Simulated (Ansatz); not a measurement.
Relaxation of B2F3GeH3 (9 atoms, charge 0, multiplicity 1), to a largest force component of 0.015 eV/Å in at most 40 steps.

Level of theory: Ansatz 0.2.0, RKS PBE/def2-SVP.

```xyz
9
Properties=species:S:1:pos:R:3:forces:R:3
F 2.176 -1.967 -0.637 -1.87 3.84 0.91
B 1.509 -0.662 -0.313 2.15 -3.76 -1.00
Ge -0.511 -0.558 -0.015 1.37 0.03 1.47
F -1.250 -1.058 -1.456 -1.22 -0.88 -1.96
B -0.989 1.334 0.427 -0.19 3.48 -1.53
F -0.724 2.416 -0.501 -0.66 -2.62 2.34
H 2.201 0.317 -0.217 0.55 0.03 -0.03
H -0.827 -1.472 1.171 -0.42 -0.42 0.21
H -1.496 1.604 1.524 0.29 0.30 -0.40
```

Task: Where does it end, and by what steps?

Result: The forces met the threshold. The force dipped under the threshold on the way, but the program's further checks kept it going. After 16 steps the energy has fallen by 1.140 eV; H7 moved furthest, 1.27 Å.

```csv
step,energy less start (eV),largest force component (eV/Å),accepted
0,0.0000,3.837,yes
1,-0.7331,2.389,yes
2,-0.9367,0.883,yes
3,-1.0146,0.302,yes
4,-1.0529,0.135,yes
5,-1.0599,0.127,yes
6,-1.0753,0.393,yes
7,-1.1142,0.126,yes
8,-1.1321,0.046,yes
9,-1.1163,0.444,no
10,-1.1376,0.033,yes
11,-1.1363,0.182,no
12,-1.1383,0.087,yes
13,-1.1398,0.009,yes
14,-1.1400,0.049,yes
15,-1.1395,0.110,no
16,-1.1401,0.003,yes
```

```xyz
9
Properties=species:S:1:pos:R:3
F 2.163 -1.226 -1.327
B 1.642 -0.784 -0.192
Ge -0.422 -0.526 0.000
F -1.228 -1.169 -1.447
B -1.043 1.445 0.312
F -1.794 2.065 -0.586
H 2.410 -0.518 0.721
H -0.925 -1.403 1.193
H -0.715 2.071 1.310
```

Time of the run: 20 s on 2 threads of Intel(R) Xeon(R) 6975P-C (Granite Rapids), with other jobs on the host, peak memory 0.17 GiB.
